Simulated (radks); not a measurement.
Species: As2+. Configuration: [Ar] 3d10 4s2 4p1 (the NIST ground configuration).

All-electron calculation, Dirac Kohn-Sham, LDA (Slater exchange, Perdew-Wang correlation), spin-unpolarised, spherical densities, finite nucleus; open shells fill j = l - 1/2 first; Fermi nuclear charge, rms radius 4.0968 fm. Program: a radial shooting solver on a logarithmic mesh with Libxc functionals.

Energy parts (eV):
total: -61412.285
kinetic: 62776.097
electron-nucleus: -147680.308
Hartree: 25669.253
exchange-correlation: -2177.327

Orbitals (lengths in bohr, moments of r in powers of bohr; r(max) is where P^2 peaks):
| orbital | occ. | eigenvalue (eV) | r(max) |
|---|---|---|---|
| 1s1/2 | 2 | -11716.59 | 0.02978 |
| 2s1/2 | 2 | -1505.117 | 0.1704 |
| 2p1/2 | 2 | -1348.447 | 0.1342 |
| 2p3/2 | 4 | -1311.955 | 0.1373 |
| 3s1/2 | 2 | -210.7710 | 0.5223 |
| 3p1/2 | 2 | -158.1068 | 0.5153 |
| 3p3/2 | 4 | -153.0682 | 0.5239 |
| 3d3/2 | 4 | -62.5871 | 0.4733 |
| 3d5/2 | 6 | -61.8537 | 0.4761 |
| 4s1/2 | 2 | -33.7132 | 1.561 |
| 4p1/2 | 1 | -23.1819 | 1.797 |
| 4p3/2 | 0 | -22.7686 | 1.825 |
| 4d3/2 | 0 | -10.0009 | 2.822 |
| 4d5/2 | 0 | -9.9711 | 2.832 |
| 5s1/2 | 0 | -10.5686 | 3.996 |

The highest occupied level is 4p1/2 at -23.182 eV. For comparison, the ionisation energy in NIST's Atomic Spectra Database is 28.35 eV (measured). In exact Kohn-Sham theory the highest level is minus the ionisation energy, but local and semilocal functionals leave it too shallow, through self-interaction and a potential that decays too fast; potentials with the right tail come closer. Summed over all electrons, <r^2> = 22.13 bohr^2, which gives a Langevin (diamagnetic) susceptibility term of -17.5 x 10^-6 cm^3/mol. The density falls to 0.001 e/bohr^3 at r = 3.55 bohr. The electron density at the nucleus is 3.539e+04 e/bohr^3.

Beside tabulated values, note that spin-unpolarised runs miss the spin-polarisation part of the exchange energy of open shells.
